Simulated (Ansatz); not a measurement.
Geometry optimisation, RKS PBE/def2-SVP in Ansatz.

Input:

```yaml
crystal:
  periodic: [false, false, false]
  atoms:
    - { symbol: W, position_ang: [0.0, 0.0, 0.0] }
    - { symbol: Cl, position_ang: [0.0, 0.0, 2.39] }
    - { symbol: H, position_ang: [1.72, 0.0, 0.0] }
    - { symbol: F, position_ang: [0.0, 1.85, 0.0] }
    - { symbol: F, position_ang: [-1.85, 0.0, 0.0] }
    - { symbol: Cl, position_ang: [0.0, -2.39, 0.0] }
    - { symbol: Cl, position_ang: [0.0, 0.0, -2.39] }
basis:
  gaussian: { orbitals: def2-SVP }
hamiltonian:
  xc: pbe
relax:
  f_tol: 0.02
  max_steps: 40
```

Command:

```bash
$ ansatz run input.yaml --threads 4 --pin off --max-ram 5120MiB --backend cpu --events-out ev --progress --plain --runs-dir out
```

Q: Where does it end, and by what steps?

A: It converged. The force dipped under the threshold on the way, but the program's further checks kept it going. After 23 steps the energy has fallen by 0.816 eV; Cl7 moved furthest, 1.21 Å.

| step | energy less start (eV) | largest force component (eV/Å) | accepted |
| --- | --- | --- | --- |
| 0 | 0.0000 | 2.353 | yes |
| 1 | -0.4721 | 1.027 | yes |
| 2 | -0.5246 | 0.203 | yes |
| 3 | -0.5553 | 0.628 | yes |
| 4 | -0.5551 | 1.483 | no |
| 5 | -0.6005 | 0.534 | yes |
| 6 | -0.6295 | 0.083 | yes |
| 7 | -0.6307 | 0.042 | yes |
| 8 | -0.6311 | 0.033 | yes |
| 9 | -0.6316 | 0.021 | yes |
| 10 | -0.6315 | 0.045 | no |
| 11 | -0.6317 | 0.003 | yes |
| 12 | -0.6322 | 0.024 | yes |
| 13 | -0.6338 | 0.051 | yes |
| 14 | -0.6520 | 0.592 | yes |
| 15 | -0.6558 | 1.196 | yes |
| 16 | -0.6828 | 0.807 | yes |
| 17 | -0.7326 | 0.414 | yes |
| 18 | -0.7748 | 0.466 | yes |
| 19 | -0.8020 | 0.304 | yes |
| 20 | -0.8135 | 0.148 | yes |
| 21 | -0.8153 | 0.037 | yes |
| 22 | -0.8155 | 0.029 | yes |
| 23 | -0.8156 | 0.010 | yes |

```xyz
7
Properties=species:S:1:pos:R:3
W -0.139 -0.042 -0.023
Cl 0.623 -0.542 2.092
H 1.334 0.742 0.221
F -0.569 1.620 -0.775
F -1.819 0.269 0.779
Cl -0.654 -2.280 -0.318
Cl 1.095 -0.307 -1.976
```

Whether the end is a true minimum wasn't checked by a vibrational analysis.

Time of the run: 46 s on 4 threads of Arm Neoverse V1, with other jobs on the host, peak memory 0.19 GiB.
